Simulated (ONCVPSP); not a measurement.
# What one change does to a pseudopotential (Kr (Z = 36), ONCV)

```
Element                 : Kr (Z = 36)
Generator               : ONCVPSP 4.0.1
Type                    : optimised norm-conserving Vanderbilt (ONCV)
Functional              : PW91
Relativity              : non-relativistic
Frozen core             : [Ne]
Valence charge          : 26
Reference configuration : 3s2 3p6 3d10 4s2 4p5.5 (charge +0.5)
Partial waves           : 3s+4s: rc 1.05 bohr, ncon 3, nbas 6, qcut 9.4 1/bohr, 2 projectors; 3p+4p: rc 1.10 bohr, ncon 3, nbas 6, qcut 10.5 1/bohr, 3 projectors, debl 0.8 Ha; 3d: rc 1.00 bohr, ncon 5, nbas 10, qcut 15.8 1/bohr, local; f scattering state at 0.03 Ha: rc 1.10 bohr, ncon 5, nbas 9, qcut 10.9 1/bohr, 2 projectors, debl 0.6 Ha
Local potential         : the d channel
Core correction         : Teter function, fcfact 5, rcfact 1.75
```

Change: all radii but the core radius scaled by about 1.31 (s 1.38, p 1.44, d 1.30, f 1.44 bohr).

Cutoffs: the cutoffs (Ha) at which the residual kinetic energy of the hardest occupied pseudo-wave falls to 1 and 0.1 mHa per electron; they do not see the model core or the augmentation charge, which bear on the density cutoff. Errors are all-electron minus pseudo energies relative to the spin-unpolarised reference configuration.

How do hardness, ghosts and transferability respond?

The potential gets softer (112 Ha and 125 Ha → 89 Ha and 100 Ha); both files keep a bound ghost (s); of the 4 tests that both files solve, the error grows in 2 and shrinks in 0 by more than 15 % and 0.3 meV (median size 0.6 → 2.1 meV). A larger radius leaves more room for a smooth pseudo-wave, so fewer plane waves are needed.

```csv
quantity,base,changed
"cutoff, loose",112 Ha,89 Ha
"cutoff, tight",125 Ha,100 Ha
loose cutoff by channel,"s 30 Ha, p 50 Ha, d 112 Ha","s 30 Ha, p 43 Ha, d 89 Ha"
bound ghosts,s,s
GHOST(+) flags under 300 eV,none,none
"error for 3s2 3p6 3d10 4s2 4p6, meV [ΔE -5.90 eV]",+0.1,+0.2
"error for 3s2 3p6 3d10 4s2 4p5, meV [ΔE 8.47 eV]",-0.2,-0.5
"error for 3s2 3p6 3d10 4s2 4p4, meV [ΔE 33.70 eV]",-1.1,-3.7
"error for 3s2 3p5 3d10 4s2 4p6, meV [ΔE 199.90 eV]",+177,+645
"rms error of d²Exc/dni dnj with the model core, mHa",3.86,4.51
```

 A true bound ghost makes a file unfit for plane-wave use even where its test errors are small: the radial tests pick states by their node count and pass the ghost by.
